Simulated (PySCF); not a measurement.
**Electronic structure of Mn (manganese, neutral) at the UHF level**

Configuration: [Ar] 3d7, high-spin 4F determinant (an excited configuration). Calculation: PySCF 2.14, in def2-QZVPPD; no relativity, point nucleus.

```
Total energy                                     : -1149.549847 hartree
One-electron energy                              : -1590.7829 hartree
Hartree (Coulomb) energy                         : 492.2595 hartree
Exchange energy                                  : -51.0264 hartree
Kinetic energy                                   : 1149.46514 hartree
⟨S²⟩                                             : 4.0857
⟨L²⟩                                             : 12.020
Sum of ⟨r⟩                                       : 20.41 bohr
Sum of ⟨r²⟩                                      : 35.33 bohr²
Density at the nucleus (Gaussians lack the cusp) : 10500 bohr⁻³
Spin density at the nucleus                      : -1.05 bohr⁻³
Langevin diamagnetic susceptibility              : -28.0 ×10⁻⁶ cm³/mol
```

```csv
shell,electrons,mean orbital energy (eV),spread (eV),"rms radius, mean of both spins (bohr)"
1s α,1,-6539.3,0,0.0713
1s β,1,-6539.3,0,0.0713
2s α,1,-786.44,0,0.305
2s β,1,-784.01,0,0.305
2p α,3,-669.69,0,0.274
2p β,3,-667.25,0,0.274
3s α,1,-100.76,0,0.933
3s β,1,-93.126,0,0.933
3p α,3,-65.794,0,1.01
3p β,3,-56.501,0,1.01
3d α,5,-9.617,0.813,1.96
3d β,2,-2.765,0,1.96
```

⟨S²⟩ = 4.09 against 3.75 shows spin contamination.

Spin-orbit constants ζ (cm⁻¹) from the X2C one-electron operator on these orbitals (non-relativistic here): bare nucleus, nucleus screened by l(l+1)(2l+1)/3 electrons, and screened by the Breit-Pauli mean field of the electrons.

| shell | bare | screened nucleus | mean field |
| --- | --- | --- | --- |
| 2p | 57210 | 52630 | n/a |
| 3p | 6574 | 6048 | n/a |
| 3d | 528.5 | 317.1 | n/a |

To first order the Landé constant is A = -105.7 cm⁻¹, so the lowest level has J = 9/2 and lies 0.0590 eV below the centre of the term. This holds in LS coupling only.
